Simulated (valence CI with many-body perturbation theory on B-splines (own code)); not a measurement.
Energy levels of W LXVIII

Computed by valence CI with perturbative core correlation (CI+MBPT): five valence electrons over a frozen Dirac-Fock core [He], a basis of 11 s, 11 p, 10 d, 8 f, 5 g, 2 h functions for each j, with the one-electron correlation potential Σ1 (screened to all orders), the two-electron term Σ2, the three-electron term Σ3, Breit, model QED; selected single and double excitations, second order for the rest, scaled by the run's own slope (own B-spline code, finite nucleus).

No measured spectrum was set against this ion. As an estimate, large intervals hold to a few tenths of a per cent, small ones and those within an open d or f shell to about a per cent. Among the levels kept, up to 7500 cm⁻¹ of a level comes from second order outside the variational space, and about a tenth of that is noise between levels of different J, which matters for small intervals.

Levels 136 to 180 of 202, with energies above the lowest level, (2s^2 2p1/2^2 2p3/2) J=3/2. "Leading %" is the weight of the configuration and term that name the level; weights of strongly mixed levels are sums over their largest components and can fall short. In the jj column 3d3/2^4 stands for four electrons in 3d with j = 3/2. Lifetimes count E1, E2, E3, M1 and M2 decay at the calculated energies, and are blank where another channel may lead or the interval is too uncertain; long ones can be off by a factor of two.

```tsv
No.	Configuration	Term	J	E (eV)	Leading %	Second component	Lifetime	g	Leading jj
136	2p4.3p	4P°	3/2	12474	30	18 % 2p4.3p 4S°	957 as	1.446	2p1/2^2 2p3/2^2 3p1/2 (96 %)
137	2p4.3p	2D°	5/2	12476	35	26 % 2p4.3p 4D°	993 as	1.178	2p1/2^2 2p3/2^2 3p1/2 (96 %)
138	2s.2p3.3p	2P	3/2	12486	56	27 % 2s.2p3.3p 4P	2.39 fs	1.390	2s 2p1/2 2p3/2^2 3p3/2 (94 %)
139	2s.2p3.3p	2D	5/2	12503	55	26 % 2s.2p3.3p 4P	2.17 fs	1.231	2s 2p1/2 2p3/2^2 3p3/2 (98 %)
140	2s.2p3.3d	6D°	3/2	12522	42	22 % 2s.2p3.3d 4D°	5.69 fs	1.353	2s 2p1/2 2p3/2^2 3d3/2 (99 %)
141	2s.2p3.3d	6D°	1/2	12523	48	18 % 2s.2p3.3d 4D°	2.98 fs	2.238	2s 2p1/2 2p3/2^2 3d3/2 (99 %)
142	2s.2p3.3d	6D°	5/2	12527	35	30 % 2s.2p3.3d 4F°	3.71 fs	1.246	2s 2p1/2 2p3/2^2 3d3/2 (97 %)
143	2s.2p3.3d	4G°	7/2	12535	36	24 % 2s.2p3.3d 4D°	1.65 fs	1.199	2s 2p1/2 2p3/2^2 3d3/2 (98 %)
144	2s.2p3.3p	4P	3/2	12536	31	25 % 2s.2p3.3p 4D	5.33 fs	1.381	2s 2p1/2 2p3/2^2 3p3/2 (100 %)
145	2p4.3p	2P°	1/2	12541	71	19 % 2p4.3p 4D°	1.03 fs	0.644	2p1/2^2 2p3/2^2 3p1/2 (97 %)
146	2s.2p3.3p	2P	1/2	12551	73	16 % 2s.2p3.3p 4D	34.7 fs	0.715	2s 2p1/2 2p3/2^2 3p3/2 (99 %)
147	2s.2p3.3p	4P	5/2	12552	52	17 % 2s.2p3.3p 4F	2.75 fs	1.325	2s 2p1/2 2p3/2^2 3p3/2 (98 %)
148	2s.2p3.3p	2F	7/2	12559	79	14 % 2s.2p3.3p 4F	3.01 fs	1.160	2s 2p1/2 2p3/2^2 3p3/2 (100 %)
149	2s.2p3.3p	4P	3/2	12559	36	21 % 2s.2p3.3p 2P	5.51 fs	1.346	2s 2p1/2 2p3/2^2 3p3/2 (99 %)
150	2s2.2p2.4p	2P°	3/2	12561	35	19 % 2s2.2p2.4p 4D°	16.2 fs	1.326	2s^2 2p1/2^2 4p3/2 (100 %)
151	2s.2p3.3p	2D	5/2	12566	48	19 % 2s.2p3.3p 4D	15.3 fs	1.242	2s 2p1/2 2p3/2^2 3p3/2 (99 %)
152	2s.2p3.3d	4G°	9/2	12569	44	43 % 2s.2p3.3d 2G°	109 fs	1.135	2s 2p1/2 2p3/2^2 3d3/2 (99 %)
153	2s.2p3.3p	2D	3/2	12573	35	22 % 2s.2p3.3p 2P	3.57 fs	1.279	2s 2p1/2 2p3/2^2 3p3/2 (100 %)
154	2s.2p3.3p	2D	5/2	12577	50	20 % 2s.2p3.3p 4D	19.3 fs	1.239	2s 2p1/2 2p3/2^2 3p3/2 (99 %)
155	2s.2p3.3p	2P	1/2	12579	44	19 % 2s.2p3.3p 2S	2.00 fs	1.355	2s 2p1/2 2p3/2^2 3p3/2 (96 %)
156	2s.2p3.3d	4F°	7/2	12580	40	30 % 2s.2p3.3d 4D°	746 as	1.239	2s 2p1/2 2p3/2^2 3d3/2 (98 %)
157	2s.2p3.3d	4D°	5/2	12584	38	32 % 2s.2p3.3d 4P°	666 as	1.348	2s 2p1/2 2p3/2^2 3d3/2 (97 %)
158	2s.2p3.3d	4P°	3/2	12592	42	30 % 2s.2p3.3d 4S°	576 as	1.611	2s 2p1/2 2p3/2^2 3d3/2 (97 %)
159	2s2.2p2.4d	2D	3/2	12597	43	32 % 2s2.2p2.4d 4F	4.42 fs	0.790	2s^2 2p1/2^2 4d3/2 (100 %)
160	2s.2p3.3p	2P	1/2	12602	60	29 % 2s.2p3.3p 4P	5.30 fs	1.349	2s 2p1/2 2p3/2^2 3p3/2 (99 %)
161	2s.2p3.3p	2D	3/2	12603	48	30 % 2s.2p3.3p 2P	5.49 fs	1.032	2s 2p1/2 2p3/2^2 3p3/2 (99 %)
162	2s.2p3.3d	6D°	9/2	12618	50	23 % 2s.2p3.3d 4G°	300 fs	1.352	2s 2p1/2 2p3/2^2 3d5/2 (99 %)
163	2s.2p3.3d	4D°	7/2	12624	42	27 % 2s.2p3.3d 6D°	19.0 fs	1.347	2s 2p1/2 2p3/2^2 3d5/2 (98 %)
164	2s.2p3.3d	4F°	3/2	12631	60	11 % 2s.2p3.3d 2D°	3.90 fs	0.661	2s 2p1/2 2p3/2^2 3d3/2 (92 %)
165	2s.2p3.3d	4D°	1/2	12639	78	11 % 2s.2p3.3d 4P°	2.68 fs	0.508	2s 2p1/2 2p3/2^2 3d5/2 (57 %)
166	2s2.2p2.4d	2D	5/2	12646	37	18 % 2s2.2p2.4d 4D	1.54 fs	1.193	2s^2 2p1/2^2 4d5/2 (100 %)
167	2s.2p3.3d	4G°	5/2	12654	32	16 % 2s.2p3.3d 2D°	1.72 fs	1.021	2s 2p1/2 2p3/2^2 3d3/2 (76 %)
168	2s.2p3.3d	4D°	3/2	12656	36	30 % 2s.2p3.3d 4F°	2.59 fs	0.863	2s 2p1/2 2p3/2^2 3d3/2 (96 %)
169	2s.2p3.3d	2G°	7/2	12659	70	12 % 2s.2p3.3d 4G°	23.3 fs	0.950	2s 2p1/2 2p3/2^2 3d3/2 (95 %)
170	2s.2p3.3d	4D°	5/2	12660	36	21 % 2s.2p3.3d 2F°	1.32 fs	1.129	2s 2p1/2 2p3/2^2 3d5/2 (53 %)
171	2s.2p3.3d	4G°	11/2	12663	100		391 fs	1.245	2s 2p1/2 2p3/2^2 3d5/2 (100 %)
172	2s2.2p2.4f	2F°	5/2	12665	42	29 % 2s2.2p2.4f 4G°	3.17 fs	0.849	2s^2 2p1/2^2 4f5/2 (100 %)
173	2s.2p3.3d	4D°	1/2	12666	47	31 % 2s.2p3.3d 2P°	1.15 fs	0.624	2s 2p1/2 2p3/2^2 3d3/2 (62 %)
174	2s.2p3.3d	4F°	9/2	12667	68	30 % 2s.2p3.3d 2G°	154 fs	1.235	2s 2p1/2 2p3/2^2 3d5/2 (99 %)
175	2s.2p3.3d	4D°	3/2	12668	39	17 % 2s.2p3.3d 2D°	646 as	1.176	2s 2p1/2 2p3/2^2 3d5/2 (83 %)
176	2s.2p3.3d	2F°	5/2	12671	34	20 % 2s.2p3.3d 4F°	2.48 fs	1.075	2s 2p1/2 2p3/2^2 3d3/2 (79 %)
177	2s.2p3.3d	4P°	1/2	12674	29	24 % 2s.2p3.3d 2S°	720 as	1.423	2s 2p1/2 2p3/2^2 3d3/2 (55 %)
178	2s.2p3.3d	2D°	3/2	12682	31	13 % 2s.2p3.3d 4D°	561 as	1.197	2s 2p1/2 2p3/2^2 3d3/2 (84 %)
179	2s.2p3.3d	2F°	5/2	12684	41	23 % 2s.2p3.3d 2D°	533 as	1.045	2s 2p1/2 2p3/2^2 3d3/2 (91 %)
180	2s2.2p2.4f	2F°	7/2	12686	37	17 % 2s2.2p2.4f 2G°	3.26 fs	1.135	2s^2 2p1/2^2 4f7/2 (100 %)
```
